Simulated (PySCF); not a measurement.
C2H8ClNSi, SMILES C[Si](C)(N)Cl.

Geometry optimised at B3LYP-D3(BJ)/def2-SVP. Other conformers were not sampled.

Computed with SMD-M06-2X/6-31G* run with PySCF.

Solvation free energies are E(SMD) − E(gas) at the gas-phase geometry, for 1 M in both phases. In vacuum the dipole moment is 2.27 D.

```
solvent     ΔG(solv) (kcal/mol)  its non-electrostatic (CDS) part  dipole (D)
----------  -------------------  --------------------------------  ----------
water                      -2.5                               4.5        2.79
1-octanol                  -5.5                               0.6        2.73
2-propanol                 -6.4                               0.1        2.76
```
